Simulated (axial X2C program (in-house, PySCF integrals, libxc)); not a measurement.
# Low determinants of CuH⁺ at the PBE0 level, spin-free

Calculated with an axial X2C code built on PySCF integrals. Spin-free means the one-electron spin-free X2C Hamiltonian. Basis: Cu dyall-cv3z [9s9p6d3f2g], H dyall-v3z [6s2p1d] (cores contracted in-house); Gaussian nuclei, density fitting, unrestricted open shells. Masses: Cu 62.930 u, H 1.008 u.

Search at 1.440 Å (vertical energies from the lowest determinant):

| ΔE (eV) | state | electrons beyond evenly filled partner blocks | electrons in σ, π, δ, φ |
| --- | --- | --- | --- |
| 0.00 | M_S = 1/2, Λ = 0 | σα | 13 12 4 0 |
| 1.58 | M_S = 1/2, Λ = 1 | π+α, π+β, π-α | 14 11 4 0 |
| 1.68 | M_S = 1/2, Λ = 2 | δ+α, δ+β, δ-α | 14 12 3 0 |

Lowest determinant, M_S = 1/2, Λ = 0 (beyond evenly filled blocks: σα): Re = 1.466 Å, ωe = 1900.6 cm⁻¹.

The determinant in row 2 of the search, M_S = 1/2, Λ = 1 (beyond evenly filled blocks: π+α, π+β, π-α), was followed along the bond at PBE0; measured from the minimum of the lowest determinant it gives:

Te = 1.493 eV (12044 cm⁻¹), Re = 1.549 Å, ωe = 1911.4 cm⁻¹.

(1) Compare the bond of the determinant in row 2 with that of the lowest one.

The search compares states at one distance, so a state with another bond length can lie lower; it is not exhaustive and yields mostly the lowest determinant of each block pattern, so other components and higher states of one pattern are missing. A followed state lies above the atoms to which the lowest one dissociates. These are energies of single determinants, not of spin-adapted states; PBE0 term energies can be off by some tenths of an eV, and the functional has no current term.

Answers

(1) At PBE0 its Re is 0.083 Å longer and its force constant, which goes as ωe², is 1.01 times that of the lowest determinant. T0 ≈ Te + Δωe/2 = 12044 + (5) = 12049 cm⁻¹.
